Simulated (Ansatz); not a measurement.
Computed with Ansatz on PBE0-D4/def2-TZVP structures; ΔE is electronic, products minus reactants. CCSD(T)/CBS is the MP2 limit (def2-TZVPP, def2-QZVPP) plus CCSD(T) − MP2 in def2-TZVPP, frozen cores. This one scheme is used for every species. Functionals use def2-TZVPP. Each species was taken in one conformer, which may not be the lowest.

Consider the substitution at a C–C bond: `C=C(C)CC(C)(C)C` + H–F → `CC(C)(C)F` + `C=C(C)C`.

`C=C(C)CC(C)(C)C`:

Cartesian coordinates in Å:
```
C 1.850 -1.719 -0.042
C 1.546 -0.444 -0.265
C 2.493 0.657 0.101
C 0.263 -0.042 -0.941
C -0.971 0.163 -0.032
C -2.101 0.696 -0.910
C -0.688 1.165 1.082
C -1.402 -1.163 0.586
H 1.187 -2.522 -0.347
H 2.775 -2.004 0.447
H 2.828 1.180 -0.801
H 3.374 0.274 0.620
H 2.017 1.408 0.736
H -0.003 -0.799 -1.686
H 0.431 0.892 -1.492
H -3.016 0.830 -0.327
H -2.323 0.004 -1.728
H -1.836 1.662 -1.349
H 0.075 0.792 1.769
H -1.595 1.348 1.665
H -0.351 2.125 0.681
H -1.643 -1.898 -0.187
H -0.615 -1.581 1.217
H -2.293 -1.023 1.204
```

H–F:

```xyz
2

F    -0.067   -0.277    0.361
H     0.067    0.277   -0.361
```

`CC(C)(C)F`:

Z-matrix (Å, degrees):
```
C
C 1 1.514
H 1 1.092 2 110.5
H 1 1.092 2 110.3 3 120.0
H 1 1.092 2 110.3 3 -120.0
C 2 1.514 1 112.1 3 -63.5
C 2 1.514 1 112.1 3 63.5
F 2 1.406 1 106.7 3 -180.0
H 6 1.092 2 110.3 1 -176.5
H 6 1.092 2 110.3 1 -56.5
H 6 1.092 2 110.5 1 63.5
H 7 1.092 2 110.5 1 -63.5
H 7 1.092 2 110.4 1 176.5
H 7 1.092 2 110.3 1 56.5
```

`C=C(C)C`:

Cartesian coordinates in Å:
```
C 0.346 1.388 -0.581
C 0.049 0.194 -0.081
C -0.077 -0.045 1.390
C -0.184 -0.999 -0.953
H 0.435 1.548 -1.650
H 0.512 2.246 0.063
H -1.075 -0.422 1.639
H 0.101 0.864 1.966
H 0.635 -0.809 1.721
H -1.189 -1.404 -0.797
H -0.070 -0.757 -2.010
H 0.517 -1.804 -0.706
```

| species | r2SCANh energy (Eh) |
| --- | --- |
| `C=C(C)CC(C)(C)C` | -314.37960 |
| H–F | -100.44147 |
| `CC(C)(C)F` | -257.65180 |
| `C=C(C)C` | -157.17416 |

Task: Work out ΔE.

Result: ΔE = (-257.65180) + (-157.17416) − (-314.37960) − (-100.44147) = -0.00489 Eh = -12.8 kJ/mol. CCSD(T)/CBS gives +13.9 kJ/mol.

Largest T1 diagnostic among the species: 0.010.

Leaving LDA and LC-ωPBE aside and taking each functional with its dispersion term where it has one, the values, not all of them listed here, spread over 20.7 kJ/mol, from CAM-B3LYP-D4 to revPBE-D4. LDA lies +20.7 kJ/mol from PBE without D4. In def2-TZVPP, CCSD(T) changes the Hartree–Fock value by +52.2 kJ/mol (the triples alone add +6.4 kJ/mol) and MP2 by +67.9 kJ/mol. From PBE to PBE0 (25 % exact exchange), in def2-TZVPP and without D4, ΔE moves by +5.5 kJ/mol.
